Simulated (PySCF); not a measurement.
# TDDFT excited states: C6H9O3P

Compound: C6H9O3P.
SMILES: `CC[P@@](=O)(O)C1=COC=C1`

Computed, not measured: PySCF, TDDFT B3LYP/def2-SVPD, vertical, gas phase, core orbitals frozen in the response. Isolated species at its PBE0-D3(BJ)/def2-SVP geometry (one conformer only). Torsions of this conformer, `[CH3:1][CH2:2][P@@:3](=[O:4])([OH:5])[c:6]1[cH:7][cH:8][o:9][cH:10]1`: C1–C2–P3–O4 -54°, C2–P3–C6–C7 -61°, H–O5–P3–C2 -161°.

Predict the UV-vis stick spectrum at this level.

```
state  λ (nm)  E (eV)       f  |μ| (D)   main configurations (H = HOMO, L = LUMO)
   S1   207.6    5.97   0.041     1.34         H→L (73%), H-1→L (14%), H→L+1 (8%)
   S2   203.0    6.11   0.012     0.73                      H-1→L (81%), H→L (9%)
   S3   195.5    6.34   0.049     1.43         H→L+1 (71%), H→L (11%), H-2→L (8%)
   S4   192.3    6.45  0.0067     0.52                   H-2→L (52%), H→L+2 (38%)
   S5   188.8    6.57   0.036     1.21      H-2→L (36%), H→L+2 (31%), H-3→L (22%)
   S6   181.9    6.82   0.012     0.68                 H-1→L+1 (71%), H→L+3 (20%)
   S7   180.6    6.86   0.021     0.89                 H→L+3 (62%), H-1→L+1 (22%)
   S8   172.9    7.17   0.011     0.65  H-2→L+1 (51%), H→L+4 (23%), H-1→L+2 (15%)
   S9   172.6    7.19  0.0089     0.57   H→L+4 (65%), H-2→L+1 (17%), H-1→L+2 (9%)
  S10   171.2    7.24  0.0081     0.54               H-1→L+2 (65%), H-2→L+1 (22%)
```

Triplets (Tamm–Dancoff): T1 4.09 eV, H→L (89%); T2 5.08 eV, H→L+2 (44%), H→L+1 (28%), H-3→L (14%); T3 5.93 eV, H-3→L (64%), H-2→L (11%), H→L+1 (10%); T4 5.97 eV, H-1→L (87%).

The lowest singlet lies at 5.97 eV (208 nm, ultraviolet) and is of moderate strength; its leading configuration is HOMO→LUMO (73%). The most intense listed level is S3 at 6.34 eV (195 nm, f = 0.049), 0.37 eV above S1. Löwdin shares by element: HOMO carbon 83% or more (atoms not listed hold the other 17%); LUMO carbon 54% or more, oxygen 18% or more (atoms not listed hold the other 28%). Of the 10 states listed, 7 reach f = 0.01 and none stays under 0.0005. The listed states span 1.27 eV, and the widest gap between neighbours is 0.30 eV (S7 to S8). Orbital energies (eV): HOMO-3 -8.37, HOMO-2 -8.01, HOMO-1 -7.70, HOMO -7.01, LUMO -0.66, LUMO+1 -0.01, LUMO+2 0.39. No computed singlet lies in the visible range (380 to 750 nm); the lowest, at 208 nm, stands 2.71 eV above its violet end (3.26 eV). The vertical ionisation energy (ΔSCF) is 9.10 eV, 1.85 eV above S10. The window holds the lowest 10 singlets.
